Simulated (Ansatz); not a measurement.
Born–Oppenheimer molecular dynamics of F$_{2}$H$_{6}$Si$_{2}$ (10 atoms, charge 0, multiplicity 1). It starts at the highest image of a converged band. Of that band: Neighbouring images differ by up to 1.7 eV, so the band resolves the path poorly. A vibrational analysis at the climbing image gives one clearly imaginary mode, 1360i cm⁻¹: a first-order saddle point.

Computed with Ansatz 0.2.0, RKS BHLYP/def2-SVP.

```yaml
ensemble: NVE (velocity Verlet)
time_step: 0.5 fs
steps_asked: 200
starting_velocities_drawn_for: 300 K
seed: 9619
```

First frame:

```xyz
10
Properties=species:S:1:pos:R:3
Si -0.127 -0.068 0.019
F 0.219 -0.593 1.850
H 0.808 1.047 0.179
F -1.008 0.435 -1.277
H 0.303 -1.395 -0.426
Si -2.531 0.191 0.977
H -3.227 -0.724 0.054
H -2.982 -0.062 2.368
H -2.739 1.611 0.637
H -0.891 -0.298 1.577
```

Task: How far do the bonds stretch over the last three quarters of this one trajectory? (Pairs bonded in most of those frames.)

Result: 
| bond | mean (Å) | spread (Å) | shortest | longest |
| --- | --- | --- | --- | --- |
| Si1–F2 | 1.631 | 0.082 | 1.50 | 1.74 |
| Si1–H3 | 1.469 | 0.032 | 1.42 | 1.52 |
| Si1–F4 | 1.640 | 0.077 | 1.52 | 1.75 |
| Si1–H5 | 1.473 | 0.042 | 1.41 | 1.54 |
| Si6–H7 | 1.478 | 0.017 | 1.45 | 1.51 |
| Si6–H8 | 1.490 | 0.031 | 1.44 | 1.54 |
| Si6–H9 | 1.499 | 0.049 | 1.42 | 1.57 |
| Si6–H10 | 1.498 | 0.079 | 1.37 | 1.62 |

Mean temperature of the second half: 2483 K. The conserved energy stayed within 0.18 meV per atom of its start (net change 0.055 meV per atom), so the integration is sound. The kinetic energy rose, since the run started high on the potential surface and went downhill. It ends in pieces (F2H2Si + H4Si), so much of that is their flight and rotation, not heat. A run of 0.1 ps of so small a system gives no equilibrium averages. The orbitals stay closed-shell, which can raise the energy where a bond breaks towards radicals; this wasn't checked here.

Run time: 7.8 min on 2 threads of AMD EPYC 7R43 64-Core Processor (Zen 3), with other jobs on the host, peak memory 0.2 GiB.
